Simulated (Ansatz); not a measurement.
**Ligand exchange: C4H9Cl + C3H7FSn → C4H9F + C3H7ClSn**

Gas-phase species: C4H9Cl (1-chloro-2-methylpropane) `CC(C)CCl`, singlet; C3H7FSn `C[CH](C)[Sn][F]`, singlet; C4H9F `CC(C)CF`, singlet; C3H7ClSn `C[CH](C)[Sn][Cl]`, singlet. The partners trade Cl for F: C–Cl and Sn–F bonds give way to C–F and Sn–Cl.

Shapes, held fixed at every level: PBE0-D4/def2-TZVP. Flexible molecules stand in one conformer, not always the lowest. Programs: Ansatz 0.2.0. The zero-point and thermal change to 298 K, harmonic and unscaled (PBE0-D4/def2-TZVP), is +2.6 kJ/mol.

```
              level                    kind  ΔH(298 K) (kJ/mol)  less CCSD(T)/def2-TZVPP
      HF/def2-TZVPP            Hartree–Fock               -31.5                    -17.8
   SPW92/def2-TZVPP                     LDA               -14.1                     -0.4
  PBE-D4/def2-TZVPP                     GGA               -10.8                     +2.9
BHLYP-D4/def2-TZVPP           global hybrid               -23.5                     -9.8
 wB97M-V/def2-TZVPP  range-separated hybrid               -13.5                     +0.2
 wB97X-V/def2-TZVPP  range-separated hybrid               -12.2                     +1.5
      CCSD/def2-SVP   coupled cluster or CI               -28.3                    -14.6
 CCSD(T)/def2-TZVPP   coupled cluster or CI               -13.7                      0.0
```

The highest level, CCSD(T)/def2-TZVPP, gives ΔH(298 K) = -13.7 kJ/mol; the levels span -31.5 to -10.8. The column of differences is taken from that level and isn't an error. No measured value is set beside it here. For atoms past krypton def2 sets carry core potentials with scalar relativity. Outer-core shells of Sn are correlated, in sets that cover them unevenly.
